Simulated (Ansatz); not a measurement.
The inner images of a band of C2H7BFNSi (13 atoms, charge 0, multiplicity 1) are given out of order.

Computed with RKS LDA/6-31G* (Ansatz 0.2.0).

First end point:

```xyz
13
Properties=species:S:1:pos:R:3
C -1.259 -1.430 -0.348
C -0.409 -0.418 -0.100
Si 1.437 -0.735 -0.205
N -0.858 0.855 0.233
B -0.061 1.975 0.508
F -0.648 3.128 0.812
H -0.891 -2.427 -0.609
H -2.351 -1.296 -0.299
H 2.092 0.120 -1.251
H 1.584 -2.181 -0.577
H 2.122 -0.483 1.106
H -1.882 0.959 0.274
H 1.145 1.899 0.471
```

Last end point:

```xyz
13
Properties=species:S:1:pos:R:3
C -0.868 -1.332 -0.071
C -0.008 -0.305 -0.180
Si 1.790 -0.620 -0.578
N -0.387 1.027 0.040
B -1.406 1.500 0.883
F -1.620 2.813 0.928
H -0.524 -2.365 -0.191
H -1.932 -1.174 0.155
H 2.214 0.305 -1.688
H 1.962 -2.044 -1.009
H 2.679 -0.329 0.599
H 0.182 1.734 -0.441
H -2.063 0.756 1.568
```

Put them in order from the first end to the last, with their energies above the first end.
A.
```xyz
13
Properties=species:S:1:pos:R:3
C -0.863 -1.371 0.322
C -0.164 -0.357 -0.209
Si 1.456 -0.624 -1.102
N -0.539 0.983 0.000
B -0.845 1.568 1.239
F -1.154 2.862 1.270
H -0.523 -2.408 0.222
H -1.796 -1.189 0.876
H 1.447 0.140 -2.398
H 1.671 -2.083 -1.372
H 2.586 -0.081 -0.275
H -0.459 1.602 -0.816
H -0.796 0.925 2.259
```
B.
```xyz
13
Properties=species:S:1:pos:R:3
C -1.132 -1.411 0.043
C -0.283 -0.406 -0.200
Si 1.467 -0.668 -0.803
N -0.678 0.948 -0.002
B -0.416 1.716 1.137
F -0.828 2.984 1.165
H -0.835 -2.456 -0.110
H -2.149 -1.215 0.415
H 1.665 0.044 -2.112
H 1.749 -2.132 -0.986
H 2.434 -0.080 0.184
H -1.144 1.395 -0.800
H 0.171 1.247 2.082
```
C.
```xyz
13
Properties=species:S:1:pos:R:3
C -1.211 -1.414 -0.130
C -0.321 -0.411 -0.142
Si 1.472 -0.707 -0.587
N -0.728 0.931 0.032
B -0.227 1.833 0.979
F -0.775 3.043 1.056
H -0.902 -2.450 -0.309
H -2.277 -1.233 0.078
H 1.769 -0.035 -1.899
H 1.703 -2.185 -0.723
H 2.409 -0.138 0.437
H -1.555 1.213 -0.509
H 0.663 1.518 1.732
```
D.
```xyz
13
Properties=species:S:1:pos:R:3
C -1.010 -1.400 0.194
C -0.246 -0.387 -0.233
Si 1.454 -0.633 -0.971
N -0.633 0.959 -0.021
B -0.621 1.626 1.212
F -0.947 2.917 1.242
H -0.689 -2.442 0.077
H -1.986 -1.211 0.665
H 1.566 0.115 -2.270
H 1.731 -2.091 -1.200
H 2.478 -0.060 -0.033
H -0.785 1.517 -0.870
H -0.290 1.056 2.223
```
E.
```xyz
13
Properties=species:S:1:pos:R:3
C -1.242 -1.427 -0.258
C -0.372 -0.413 -0.103
Si 1.456 -0.731 -0.377
N -0.812 0.893 0.119
B -0.114 1.932 0.752
F -0.726 3.100 0.918
H -0.898 -2.447 -0.456
H -2.329 -1.271 -0.178
H 1.904 0.002 -1.609
H 1.610 -2.209 -0.587
H 2.330 -0.300 0.761
H -1.797 1.063 -0.127
H 1.010 1.771 1.160
```

E (+0.09 eV), C (+0.26 eV), B (+0.37 eV), D (+0.30 eV), A (+0.21 eV).

The run took 58 s on 2 threads of Intel(R) Xeon(R) Platinum 8488C (Sapphire Rapids) (shared host), peak memory 0.16 GiB.
